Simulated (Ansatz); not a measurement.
`[NH2][SnH2][OH]` + H₂ → `[NH2][SnH3]` + H₂O at 700 K and 1 bar (hydrogenolysis of the Sn–O bond).

Gas-phase electronic energies from Ansatz, PBE0-D4/def2-TZVP geometries. CCSD(T)/CBS is the MP2 limit (def2-TZVPP, def2-QZVPP) plus CCSD(T) − MP2 in def2-TZVPP, frozen cores. This one scheme is used for every species. Elements past krypton have def2 core potentials. For Sn outer-core shells are correlated without core-valence functions, which leaves a few kJ/mol of doubt a bond. One conformer a species, not always the lowest.

```tsv
species	CCSD(T)/CBS energy (Eh)	H − E (kJ/mol)	S (J/(mol·K))
`[NH2][SnH2][OH]`	-346.92092	201.6	431.6
H₂	-1.17544	46.8	155.3
`[NH2][SnH3]`	-271.71442	171.8	369.2
H₂O	-76.37941	80.5	218.4
```

H − E and S are ideal-gas, rigid-rotor, harmonic terms from PBE0-D4/def2-TZVP, for one conformer and one mirror image of each species. The MP2-based limit puts H₂ 0.8 mEh under its directly extrapolated value; such offsets cancel only in part. 1 Eh = 2625.50 kJ/mol, R = 8.31446 J/(mol·K).

**Question.** By hand: ΔE, ΔH, ΔS and ΔG.

**Answer.** ΔE = (-271.71442) + (-76.37941) − (-346.92092) − (-1.17544) = 0.00253 Eh = 6.6 kJ/mol. Δ(H − E) = 171.8 + 80.5 − 201.6 − 46.8 = 3.9, so ΔH = 10.5 kJ/mol. ΔS = 369.2 + 218.4 − 431.6 − 155.3 = 0.7 J/(mol·K). ΔG = 10.5 − 700 × (0.7)/1000 = 10.0 kJ/mol.

**Question.** By hand: the equilibrium constant, and the temperature at which ΔG would vanish if ΔH and ΔS stayed fixed.

**Answer.** log₁₀ K = −ΔG/(RT ln 10) = -0.7. ΔG = 0 at ΔH/ΔS = 15000 K, far beyond where these terms or the molecules hold.

The number of gas molecules stays the same, so ΔS is small and ΔH decides. A doubt of 5 kJ/mol in ΔE shifts log₁₀ K by 0.4 here. Other conformers and mirror images would add mixing entropy, several J/(mol·K) or more a flexible species. Modes under 60 cm⁻¹, often nearly free rotors, make the harmonic entropy too high. These are equilibria of isolated gas molecules and say nothing of rates. Largest T1 diagnostic: 0.013 (customary marks: 0.02 for closed shells, 0.045 for open ones).
